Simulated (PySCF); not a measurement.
Static response to an electric field

Species: C₅H₁₃PSi.
Geometry (GFN2-xTB, Å), atoms numbered from 1 in this order:
```xyz
20
C5H13PSi angstrom
C     -1.534   -1.009   -0.740
C     -1.296   -0.160    0.505
C     -1.062    1.310    0.147
C      0.298    1.464   -0.534
Si     1.405    0.209    0.381
P      2.442   -1.154   -1.072
C     -0.055   -0.653    1.257
H     -0.636   -1.052   -1.352
H     -1.800   -2.027   -0.460
H     -2.346   -0.599   -1.338
H     -2.182   -0.235    1.147
H     -1.062    1.893    1.070
H     -1.868    1.688   -0.486
H      0.646    2.492   -0.464
H      0.221    1.226   -1.595
H      2.306    0.860    1.353
H      3.121   -1.857   -0.094
H      3.512   -0.302   -1.280
H     -0.105   -0.340    2.299
H     -0.009   -1.741    1.252
```

Level: PBE0/def2-SVPD (PySCF), static field, nuclei fixed, core orbitals frozen in the response. The polarisability tensor in these axes (au):

```
x   121.79  -7.36  -5.76
y    -7.36 106.14   5.45
z    -5.76   5.45 102.26
```

Question: Give the principal values, the mean and the anisotropy Δα = √{½[(α1 − α2)² + (α2 − α3)² + (α1 − α3)²]}.

Answer: Principal values 98.40, 104.85 and 126.94 au; mean 110.06 au = 16.31 Å³ = 18.15 × 10⁻⁴⁰ C²·m²/J; Δα = 25.92 au (24 % of the mean).

Question: What is the dipole moment, and where does it point?

Answer: (-0.39, 0.49, 0.64) D, 0.89 D in size, pointing from the negative to the positive side. Measured along this direction, the outermost atoms are H18 at the negative end and H12 at the positive end.

Question: Along which axes do the principal values lie, and how far do the nuclei extend along each?

Answer: Largest value along (0.88, -0.39, -0.29), where the nuclei span 5.72 Å; middle along (0.48, 0.74, 0.48), 4.96 Å; least along (0.03, -0.56, 0.83), 4.10 Å. The response follows the extents in order.

Question: How large is μ²/3kT at 273 K beside α?

Answer: In Gaussian units μ²/3kT = 7.07 Å³ against 16.31 Å³, a ratio of 0.43; the Debye molar polarisation (4π/3)N_A(α + μ²/3kT) is 59.0 cm³/mol, leaving out the vibrational part.

Question: What depolarisation ratio follows for Rayleigh scattering of linearly polarised light, taking the static tensor?

Answer: ρ = 3Δα²/(45ᾱ² + 4Δα²) = 2015.8/(545124 + 2687.8) = 0.00368.

Isolated species at its GFN2-xTB geometry (one conformer only).
